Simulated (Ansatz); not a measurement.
`C[Se][SiH](Cl)Cl`, relaxed with RKS PBE-D4/def2-SVP in the Gaussian-basis code of Ansatz from a rough embedded geometry. The force threshold is 0.03 eV/Å; the program also tests the step.

The species carries charge 0 and has multiplicity 1.

Start:

```xyz
9

C    -0.682   -1.412   -0.271
Se    0.603   -0.506   -1.303
Si    0.722    1.183    0.209
Cl   -1.013    2.351    0.223
Cl    2.312    2.484   -0.348
H    -1.652   -0.785   -0.123
H    -1.000   -2.351   -0.746
H    -0.322   -1.620    0.768
H     1.032    0.655    1.590
```

```tsv
step	energy (eV)	largest force (eV/Å)	largest move (Å)
1	-99333.4586	2.739	0.000
2	-99333.6280	1.020	0.121
3	-99333.6644	0.427	0.073
4	-99333.6716	0.085	0.025
5	-99333.6727	0.025	0.010
6	-99333.6738	0.074	0.023
7	-99333.6761	0.118	0.067
8	-99333.6778	0.125	0.059
9 (rejected)	-99333.6775	0.085	0.069
10	-99333.6794	0.012	0.033
11	-99333.6796	0.050	0.034
12	-99333.6796	0.037	0.023
13	-99333.6798	0.021	0.012
```

End:

```xyz
9

C    -0.785   -1.440   -0.257
Se    0.757   -0.561   -1.134
Si    0.822    1.235    0.252
Cl   -1.033    2.178    0.344
Cl    2.247    2.521   -0.523
H    -1.646   -0.748   -0.231
H    -1.029   -2.319   -0.882
H    -0.520   -1.776    0.763
H     1.188    0.909    1.667
```

Hardware: 4 threads of a server CPU on a shared host. Wall time 21 s, peak host memory 0.2 GiB.
